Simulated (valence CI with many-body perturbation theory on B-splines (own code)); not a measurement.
Values are calculated unless marked as measured or tabulated.
Ga XVII: configurations and terms from energies and g

Level of theory: valence CI with perturbative core correlation (CI+MBPT): five valence electrons over a frozen Dirac-Fock core [Ne], a basis of 9 s, 9 p, 8 d, 6 f, 3 g, 1 h functions for each j, with the one-electron correlation potential Σ1, the two-electron term Σ2, the three-electron term Σ3, Breit, model QED; selected CI, second order for the rest (own B-spline code, finite nucleus).

No measured spectrum was set against this ion. As an estimate, levels of excited configurations hold to 0.05 to 0.15 % of their energy, terms of the ground configuration to about 0.5 %. Among the levels kept, up to 460 cm⁻¹ of a level comes from second order outside the variational space, and about a tenth of that is noise between levels of different J, which matters for small intervals.

```tsv
No.	J	Parity	E (cm⁻¹)	g
1	3/2	odd	0	1.912
2	3/2	odd	53242	0.970
3	5/2	odd	67963	1.199
4	1/2	odd	104970	0.664
5	3/2	odd	129110	1.249
6	5/2	even	383450	1.584
7	3/2	even	408310	1.713
8	1/2	even	416830	2.637
10	5/2	even	484180	1.214
13	3/2	even	572720	0.473
14	5/2	even	582940	1.079
16	7/2	even	598830	1.247
17	5/2	even	600120	0.954
19	1/2	even	613030	0.093
```

Energies count from the lowest level. Strongly mixed levels and levels close to another of their J and parity are left out, so the numbers can have gaps.

Task: Give configuration and LS term of each level.

Result: 1: 3s2 3p3 4S°; 2: 3s2 3p3 2D°; 3: 3s2 3p3 2D°; 4: 3s2 3p3 2P°; 5: 3s2 3p3 2P°; 6: 3s 3p4 4P; 7: 3s 3p4 4P; 8: 3s 3p4 4P; 10: 3s 3p4 2D; 13: 3s2 3p2 3d 4F; 14: 3s2 3p2 3d 4F; 16: 3s2 3p2 3d 4F; 17: 3s2 3p2 3d 2F; 19: 3s2 3p2 3d 4D.
